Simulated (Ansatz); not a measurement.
Species: trifluorogermane, sum formula GeHF3, net charge 0, singlet state. 
Structure (B3LYP-D3(BJ)/def2-TZVP (Ansatz, an electronic-structure program) minimum search):
SMILES: [F][GeH]([F])[F]
```xyz
5

F      1.5645    -0.4679     0.0623
Ge    -0.0710     0.0186     0.2590
F     -0.2362     1.5117    -0.5739
F     -1.0234    -1.1238    -0.6002
H     -0.4713     0.1236     1.7187
```
Charge 0, spin multiplicity 1.

Property: vertical triplet-singlet gap (E(triplet) - E(singlet); each state is the SCF solution reached for its spin; the molecule has degenerate orbitals, so one determinant may break the symmetry), in eV. Correlated levels leave the core frozen unless marked. Open shells are spin-unrestricted. Spin-orbit coupling is left out. Frozen are the shells of the preceding noble gas and the d and f shells that filled before the atom's block. Non-relativistic. Basis-set limits of correlation are two-point, X^-3; Hartree-Fock from the larger set.

| level | program | vertical triplet-singlet gap (eV) |
|---|---|---|
| SVWN5/def2-TZVPD | Ansatz | ___ |
| CAM-B3LYP/def2-TZVPD | Ansatz | 8.27 |
| wB97M-V/def2-TZVPD | Ansatz | 8.45 |
| wB97X-V/def2-TZVPD | Ansatz | ___ |
| SCS-MP2/aug-cc-pVTZ | Ansatz | 9.35 |
| SCS-MP2/aug-cc-pVQZ | Ansatz | 9.38 |
| CCSD/aug-cc-pVDZ | Ansatz | ___ |
| CCSD/aug-cc-pVTZ | Ansatz | 9.13 |
| CCSD(T)/CBS(aug-cc-pVTZ,aug-cc-pVQZ) | Ansatz | 9.00 |

What belongs in the gaps?


- SVWN5/def2-TZVPD, vertical triplet-singlet gap (eV): 7.36
- wB97X-V/def2-TZVPD, vertical triplet-singlet gap (eV): 8.60
- CCSD/aug-cc-pVDZ, vertical triplet-singlet gap (eV): 9.05
